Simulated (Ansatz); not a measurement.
Geometry optimisation, UKS PBE0-D4/def2-SVP (Ansatz 0.2.0).

Input:

```yaml
crystal:
  periodic: [false, false, false]
  atoms:
    - { symbol: F, position_ang: [-1.4074, -0.9809, 0.9524] }
    - { symbol: C, position_ang: [-0.5013, -0.7919, -0.0445] }
    - { symbol: Br, position_ang: [0.8566, -2.1114, 0.1897] }
    - { symbol: Al, position_ang: [0.3722, 1.0431, 0.0677] }
    - { symbol: Cl, position_ang: [1.8837, 1.6273, -1.3659] }
    - { symbol: H, position_ang: [-0.9662, -0.9094, -1.0413] }
    - { symbol: H, position_ang: [-0.1763, 2.0553, 1.1962] }
magnetization:
  spin_polarized: true
basis:
  gaussian: { orbitals: def2-SVP }
hamiltonian:
  xc: pbe0
  dispersion: d4
relax:
  f_tol: 0.02
  max_steps: 40
```

Command:

```bash
$ ansatz run input.yaml --threads 2 --pin off --max-ram 3072MiB --backend cpu --events-out ev --progress --plain --runs-dir out
```

Problem. Where does it end, and by what steps?

Solution. The run converged. After 10 steps the energy has fallen by 0.402 eV; Br3 moved furthest, 0.73 Å. Joined: Br3–Al4 (3.19 → 2.55 Å).

| step | energy less start (eV) | largest force component (eV/Å) | accepted |
| --- | --- | --- | --- |
| 0 | 0.0000 | 1.316 | yes |
| 1 | -0.1445 | 0.569 | yes |
| 2 | -0.1831 | 0.422 | yes |
| 3 | -0.2394 | 0.531 | yes |
| 4 | -0.3206 | 0.636 | yes |
| 5 | -0.3818 | 0.607 | yes |
| 6 | -0.3866 | 0.553 | yes |
| 7 | -0.4000 | 0.215 | yes |
| 8 | -0.4013 | 0.059 | yes |
| 9 | -0.4022 | 0.028 | yes |
| 10 | -0.4023 | 0.018 | yes |

```xyz
7
Properties=species:S:1:pos:R:3
F -1.757 -0.927 0.605
C -0.732 -0.641 -0.187
Br 1.026 -1.536 0.608
Al 0.464 0.904 0.141
Cl 1.513 1.598 -1.550
H -0.819 -1.194 -1.136
H 0.366 1.729 1.473
```

Whether the end is a true minimum wasn't checked by a vibrational analysis.

The run took 110 s on 2 threads of Arm Neoverse N1 (shared host), peak memory 0.38 GiB.
